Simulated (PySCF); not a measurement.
Compound: C4H7N3Si.
Numbering: `[CH3:1][c:2]1[cH:3][c:4]([SiH3:5])[n:6][n:7][n:8]1` (hydrogens: H9, H10, H11 on C1; H12 on C3; H13, H14, H15 on Si5)

Computed with PySCF at PBE0/pcSseg-1, non-relativistic, on one gas-phase PBE0-D3(BJ)/def2-SVP geometry that isn't relaxed in the solvent. The solvent is an IEF-PCM continuum (Bondi radii, 1.10 Å for H, scaled by 1.2). Specific hydrogen bonds and non-electrostatic terms are outside this model.

```csv
run,E − E(gas) (kJ/mol),HOMO (eV),HOMO–LUMO gap (eV),dipole (D)
gas,0.00,-7.26,5.29,5.02
P,-36.75,-7.58,5.61,7.03
Q,-13.66,-7.37,5.41,5.73
```

Question: The runs were made in acetonitrile and cyclohexane. Which run belongs to which solvent?

Answer: P = acetonitrile, Q = cyclohexane. The dielectric constants are 2.017 (cyclohexane), 35.69 (acetonitrile), and the energy falls further as ε rises. In this model the ground state sees the solvent through ε alone.

Question: How constant is the ratio of the lowering to (ε − 1)/(2ε + 1)?

Answer: 
| solvent | (ε − 1)/(2ε + 1) | E − E(gas) (kJ/mol) | ratio (kJ/mol) | polarisation term (kJ/mol) |
| --- | --- | --- | --- | --- |
| cyclohexane | 0.202 | -13.66 | -67.7 | -15.10 |
| acetonitrile | 0.479 | -36.75 | -76.7 | -47.85 |

The ratio changes by +13.3 % in size from cyclohexane to acetonitrile. The polarisation term is half the interaction of the solute with the induced surface charges.
